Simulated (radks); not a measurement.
Task: All-electron atom: Ir IV in [Xe] 4f14 5d6 (the NIST ground configuration). Method: scalar-relativistic Kohn-Sham, HCTH/407, spin-unpolarised, spherical densities, finite nucleus; Fermi nuclear charge, rms radius 5.4032 fm; computed with a radial shooting solver on a logarithmic mesh with Libxc functionals. Some entries of the table are withheld. Estimate them.

orbital  occ.  eigenvalue (hartree)  r(max) (bohr)
1s          2             -2797.114        0.01083
2s          2             -490.7387        0.06232
2p          6             -426.8079        0.05138
3s          2             -115.7657         0.1757
3p          6             -97.05420         0.1745
3d         10             -76.42227         0.1420
4s          2                   (1)            (2)
4p          6             -19.50853         0.4172
4d         10             -11.94834         0.4258
5s          2                   (3)         0.8891
4f         14              -3.52656         0.3939
5p          6              -3.19009            (4)
5d          6              -1.37102          1.264

Result: 
(1) 4s eigenvalue (hartree): -25.65427
(2) 4s r(max) (bohr): 0.3971
(3) 5s eigenvalue (hartree): -4.79162
(4) 5p r(max) (bohr): 0.9996
